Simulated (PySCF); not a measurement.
**Calcium: a sound run and one with changed settings**

Sound run: Ca [Ar] 4s2, Ca⁺ [Ar] 4s1. Computed with PySCF 2.14 in def2-SVP (5s3p2d, 24 functions), with no relativity, point nucleus. In the sound run the correlated levels freeze [Ar]. The sound run starts from symmetry-adapted Hartree-Fock orbitals and uses a fine grid where one is needed.

Changed run: scalar relativity by spin-free X2C-1e. This setting is unsound on purpose.

```tsv
species	method	sound run (hartree)	changed run (hartree)	converged
Ca	UHF	-676.66070	-679.14218	yes
Ca	MN15	-677.40675	-679.88820	yes
Ca	TPSS	-677.48346	-679.96496	yes
Ca	MP2	-676.67797	-679.15948	yes
Ca	CCSD(T)	-676.68762	-679.16912	yes
Ca⁺	UHF	-676.47206	-678.95248	yes
Ca⁺	MN15	-677.17508	-679.65517	yes
Ca⁺	TPSS	-677.26159	-679.74185	yes
```

Ionisation energy of Ca:

```tsv
method	sound run (eV)	changed run (eV)
UHF	5.133	5.162
MN15	6.304	6.341
TPSS	6.038	6.071
MP2	5.603	5.633
SCS-MP2	5.697	5.727
CCSD	5.866	5.895
CCSD(T)	5.866	5.895
CCSDT	5.866	5.895
FCI	5.866	5.895
```

Most of the change in total energy is the relativistic energy itself. On top of that the contraction fixes the core shape for the Hamiltonian it was made with, so the changed run is not a good calculation with the other Hamiltonian either.

For comparison, NIST gives 6.113 eV between the lowest levels.
